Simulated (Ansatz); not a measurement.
Saddle point of GaH3ClO2F, singlet (GaH₂ClO₂ ([OH][Ga]([OH])[Cl]) + HF → GaH₂O₂F ([OH][Ga]([OH])[F]) + HCl (still joined by a long Ga–Cl bond); bonds formed: Ga1–F6, Cl2–H5; bonds broken: H5–F6; bonds weakened to dative contacts: Ga1–Cl2), PBE0-D4/def2-TZVP structure:

```xyz
8
angstrom
Ga -0.3977 -0.1454 0.1780
Cl 1.1799 1.5854 -0.7385
O -1.7179 -0.3948 -0.9618
O -0.6286 0.1149 1.9052
H 1.5923 0.2402 -0.6492
F 1.1996 -1.0143 -0.2708
H -1.4213 -0.5654 -1.8583
H 0.1939 0.1793 2.3955
```

Energies are electronic, without zero-point energy. Barriers and step energies count from the start structure reached by relaxing down the imaginary mode; all methods use the PBE0-D4 structures, on which another method's saddle can fall below an end. Program: Ansatz 0.2.0. Basis: def2-TZVPP, with def2-QZVPP for the basis limit. Cores are frozen in the correlated methods. Filled d shells of the heavier atoms are correlated. The def2 sets are not built for correlating such inner shells, so the correlated values are less sure here. B3LYP uses VWN-RPA correlation. Extrapolation: Hartree–Fock as exp(−7.88 √X), correlation as X^−2.97.

```tsv
method	barrier (kJ/mol)	step energy (kJ/mol)
SPW92	24.6	40.9
PBE-D4	?	37.8
BLYP-D4	39.0	31.2
r2SCAN-D4	40.8	38.4
B97M-V	50.9	37.0
PBE0-D4	?	42.5
B3LYP-D4	47.1	35.4
r2SCAN0-D4	49.8	42.5
BHLYP-D4	58.5	39.2
CAM-B3LYP-D4	46.9	34.4
wB97X-V	?	36.5
wB97M-V	52.1	39.6
B2PLYP	48.8	36.0
PBE-QIDH	52.4	43.1
RPA on PBE	47.5	33.2
HF	80.7	41.1
MP2	50.3	39.9
CCSD	57.5	37.7
CCSD(T)	52.1	37.7
```

Q: Fill in the withheld barriers. (Judge from chemistry; the value comes from the calculation.)

A: By the calculation: PBE-D4 36.5; PBE0-D4 47.4; wB97X-V 50.1 kJ/mol. Each is the energy of the saddle less that of the start structure, by the same method.

For comparison, the barrier by CCSD(T) at an estimated basis limit (MP2 extrapolated from triple and quadruple zeta, plus CCSD(T) − MP2 in triple zeta) is 54.4 kJ/mol.

No T1 diagnostic of these runs exceeds 0.014.

Labels in which every atom is bracketed show which atoms are joined, not bond orders.

For scale, one of the runs: CCSD(T)/def2-TZVPP, 225 basis functions, launched by `ansatz run in.yaml --threads 8 --pin off --events-out ev --progress --plain --max-ram 19148MiB`. The run took 24 s on 8 CPU threads of an AMD EPYC 9R45 (shared host), with 3.9 GiB of host memory at its peak.
